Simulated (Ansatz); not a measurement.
`[Cl][Ge]([Cl])([Cl])[I]` + H₂Se → `[Cl][Ge]([Cl])([Cl])[SeH]` + HI at 700 K and 1 bar (ligand exchange at a Ge–I bond).

Gas-phase electronic energies from Ansatz, PBE0-D4/def2-TZVP geometries. CCSD(T)/CBS is the MP2 limit (def2-TZVPP, def2-QZVPP) plus CCSD(T) − MP2 in def2-TZVPP, frozen cores. Elements past krypton have def2 core potentials. For Ge, I, Se outer-core shells are correlated without core-valence functions, which leaves a few kJ/mol of doubt a bond. Scalar relativity is left out up to krypton. Each species was taken in one conformer, which may not be the lowest.

```
                    species  CCSD(T)/CBS energy (Eh)  H − E (kJ/mol)  S (J/(mol·K))
  `[Cl][Ge]([Cl])([Cl])[I]`              -3753.05178            77.2          468.9
                       H₂Se              -2401.89790            61.1          251.1
`[Cl][Ge]([Cl])([Cl])[SeH]`              -5856.90733           104.6          498.7
                         HI               -298.03592            34.6          231.7
```

H − E and S are ideal-gas, rigid-rotor, harmonic terms from PBE0-D4/def2-TZVP, for one conformer and one mirror image of each species. 1 Eh = 2625.50 kJ/mol, R = 8.31446 J/(mol·K).

Problem. By hand: ΔE, ΔH, ΔS and ΔG.

Solution. ΔE = (-5856.90733) + (-298.03592) − (-3753.05178) − (-2401.89790) = 0.00643 Eh = 16.9 kJ/mol. Δ(H − E) = 104.6 + 34.6 − 77.2 − 61.1 = 0.9, so ΔH = 17.8 kJ/mol. ΔS = 498.7 + 231.7 − 468.9 − 251.1 = 10.4 J/(mol·K). ΔG = 17.8 − 700 × (10.4)/1000 = 10.5 kJ/mol.

Problem. By hand: the equilibrium constant, and the temperature at which ΔG would vanish if ΔH and ΔS stayed fixed.

Solution. log₁₀ K = −ΔG/(RT ln 10) = -0.8. ΔG = 0 at ΔH/ΔS = 1712 K, though so small a ΔS makes that figure unsure.

TΔS isn't small against ΔH here. A doubt of 5 kJ/mol in ΔE shifts log₁₀ K by 0.4 here. Other conformers and mirror images would add mixing entropy, several J/(mol·K) or more a flexible species. These are equilibria of isolated gas molecules and say nothing of rates. Largest T1 diagnostic: 0.009 (customary marks: 0.02 for closed shells, 0.045 for open ones).
